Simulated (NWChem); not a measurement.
Molecule: SiHSBr, singlet; SMILES S[Si]Br

```xyz
4

Si     1.0650    -0.6290     0.0000
Br    -0.1729     1.2638     0.0000
S     -0.5690    -2.0203     0.0000
H      0.2452    -3.1029     0.0000
```
Atoms are numbered in this order, from 1.

Low-valent species are run as closed-shell singlets; no triplet was tried in these runs. Structure relaxed at the PBE0/def2-SVP level.

Symmetry labels are those of Cs in the frame above (b1 and b2, or b-type labels, depend on it).

Problem. List the 4 lowest vertical singlet excitations from PBE0/def2-SVPD, TDA (NWChem).

Solution. 
| state | energy (eV) | oscillator strength | symmetry | leading excitation (squared amplitude) |
|---|---|---|---|---|
| S1 | 3.58 | 0.019 | a" | HOMO → LUMO (0.97) |
| S2 | 4.78 | 0.053 | a' | HOMO−1 → LUMO (0.87) |
| S3 | 4.88 | 0.005 | a" | HOMO−2 → LUMO (0.98) |
| S4 | 5.65 | 0.023 | a' | HOMO−3 → LUMO (0.50) |
